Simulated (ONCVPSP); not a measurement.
**Transferability test, ONCV potential for O**

oxygen, optimised norm-conserving Vanderbilt (ONCV), made with ONCVPSP 4.0.1 (PBE, scalar-relativistic). Core [He], reference 2s2 2p4. Waves: 2s: rc 0.65 bohr, ncon 3, nbas 7, qcut 7.9 1/bohr, 3 projectors, debl 1.7 Ha; 2p: rc 1.50 bohr, ncon 5, nbas 9, qcut 8.1 1/bohr, 3 projectors, debl 1.7 Ha; d scattering state at 0.02 Ha: rc 1.60 bohr, ncon 4, nbas 8, qcut 5.2 1/bohr, 1 projector. Local part: polynomial inside 0.45 bohr (lpopt 4, dvloc0 0 Ha). Core correction: Teter function, fcfact 3.75, rcfact 1.25.

Energies are relative to the spin-unpolarised reference configuration 2s2 2p4; without spin polarisation the order of configurations can differ from experiment.

| valence configuration | charge | ΔE all-electron (eV) | error AE − PS (meV) |
| --- | --- | --- | --- |
| 2s2 2p3 | +1 | 16.431 | +24 |
| 2s2 2p1 | +3 | 103.885 | +814 |

(1) What are ΔE and the potential's error for 2s2 2p2?

(2) What are ΔE and the potential's error for 2s2 2p0?

Note: ghosts flagged at negative energy: s at -446.6 eV; GHOST(+) flagged for d at 42.7 eV. A true bound ghost makes a file unfit for plane-wave use.

## Answers

(1) ΔE = 50.017 eV all-electron; the error (AE − PS) is +202 meV.

(2) ΔE = 180.790 eV all-electron; the error (AE − PS) is +2359 meV.
